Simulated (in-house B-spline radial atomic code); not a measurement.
## Binding energies in Hg5+

NIST's tabulated ground configuration is [Xe] 4f14 5d7; each binding energy is the energy of the ion with one electron taken from that subshell, relaxed, less that of the parent. Computed with a B-spline radial code for spherical atoms: Dirac-Hartree-Fock, average of configuration, Fermi nucleus of rms radius 5.4648 fm. Energies include first-order Breit, QED and recoil terms.

```
subshell  X-ray name  binding energy (eV)  -ε (eV)  relaxation (eV)
      1s           K              83178.4  83724.0             91.4
      2s          L1              14930.7  15043.0             54.0
   2p1/2          L2              14290.1  14406.3             58.9
   2p3/2          L3              12364.5  12455.4             55.0
      3s          M1               3650.3   3691.8             29.5
   3p1/2          M2               3364.9   3406.8             30.8
   3p3/2          M3               2933.7   2968.9             28.6
      4s          N1                  889    903.3             11.5
   4p1/2          N2                766.4    780.2             11.5
   4p3/2          N3                661.7    673.1             10.2
      5s          O1                203.3    206.2              2.3
   4f5/2          N6                181.6    190.9              9.5
   4f7/2          N7                177.6    186.6              9.3
   5p1/2          O2                160.2    162.6              2.1
   5p3/2          O3                141.1    143.0              1.7
      5d        O4,5                79.61    80.61             1.01
```

Relaxation = -ε minus the binding energy without Breit, QED and recoil terms.

Emission lines follow as differences of binding energies, with λ = 12398.42 eV·Å / E:

```json
{"line": "K-L3", "holes": "1s → 2p3/2", "energy (eV)": "70813.9", "wavelength (Å)": "0.17508"}
{"line": "K-L2", "holes": "1s → 2p1/2", "energy (eV)": "68888.3", "wavelength (Å)": "0.17998"}
{"line": "K-M3", "holes": "1s → 3p3/2", "energy (eV)": "80244.7", "wavelength (Å)": "0.15451"}
{"line": "L1-M3", "holes": "2s → 3p3/2", "energy (eV)": "11997.0", "wavelength (Å)": "1.0335"}
{"line": "L3-M1", "holes": "2p3/2 → 3s", "energy (eV)": "8714.2", "wavelength (Å)": "1.4228"}
```

(1) What screening constant σ does Moseley's law, E = (3/4)·13.6057 eV·(Z - σ)², need for K-L3?

Moseley's non-relativistic formula needs a falling, then negative, screening constant for heavy elements, because relativity binds the 1s electron more strongly than the formula allows.

(2) What does it cost to remove both a 2p3/2 and a 3p1/2 electron?

(3) What does it cost to remove both a 1s and a 4p3/2 electron?

(4) What does it cost to remove two 4s electrons?

## Answers

(1) σ = -3.30.

(2) 15841 eV, which is 111.5 eV more than the two single binding energies together.

(3) 83888 eV, which is 48.27 eV more than the two single binding energies together.

(4) 1817 eV, which is 38.89 eV more than the two single binding energies together.
